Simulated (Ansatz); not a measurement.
`C=N[Si](O)(F)Cl` + H₂Te → `O[Si](F)(Cl)[TeH]` + `C=N` at 700 K and 1 bar (ligand exchange at the Si–N bond).

Calculated with Ansatz (gas phase, PBE0-D4/def2-TZVP geometries, no zero-point term in ΔE). CBS: MP2 limit from def2 TZ/QZ plus the TZ coupled-cluster correction, frozen cores. This one scheme is used for every species. Elements past krypton have def2 core potentials. For Te outer-core shells are correlated without core-valence functions, which leaves a few kJ/mol of doubt a bond. Each species was taken in one conformer, which may not be the lowest.

| species | CCSD(T)/CBS energy (Eh) | H − E (kJ/mol) | S (J/(mol·K)) |
| --- | --- | --- | --- |
| `C=N[Si](O)(F)Cl` | -1018.56254 | 211.2 | 478.7 |
| H₂Te | -268.91024 | 57.2 | 261.6 |
| `O[Si](F)(Cl)[TeH]` | -1192.94963 | 142.6 | 482.4 |
| `C=N` | -94.52360 | 135.6 | 268.6 |

H − E and S are ideal-gas, rigid-rotor, harmonic terms from PBE0-D4/def2-TZVP, for one conformer and one mirror image of each species. 1 Eh = 2625.50 kJ/mol, R = 8.31446 J/(mol·K).

Q: By hand: ΔE, ΔH, ΔS and ΔG.

A: ΔE = (-1192.94963) + (-94.52360) − (-1018.56254) − (-268.91024) = -0.00045 Eh = -1.2 kJ/mol. Δ(H − E) = 142.6 + 135.6 − 211.2 − 57.2 = 9.8, so ΔH = 8.6 kJ/mol. ΔS = 482.4 + 268.6 − 478.7 − 261.6 = 10.7 J/(mol·K). ΔG = 8.6 − 700 × (10.7)/1000 = 1.1 kJ/mol.

Q: By hand: the equilibrium constant, and the temperature at which ΔG would vanish if ΔH and ΔS stayed fixed.

A: log₁₀ K = −ΔG/(RT ln 10) = -0.1. ΔG = 0 at ΔH/ΔS = 804 K, though so small a ΔH makes that figure unsure.

TΔS isn't small against ΔH here. The sign of ΔG lies within the doubt. A doubt of 5 kJ/mol in ΔE shifts log₁₀ K by 0.4 here. Other conformers and mirror images would add mixing entropy, several J/(mol·K) or more a flexible species. These are equilibria of isolated gas molecules and say nothing of rates. Largest T1 diagnostic: 0.012 (customary marks: 0.02 for closed shells, 0.045 for open ones).
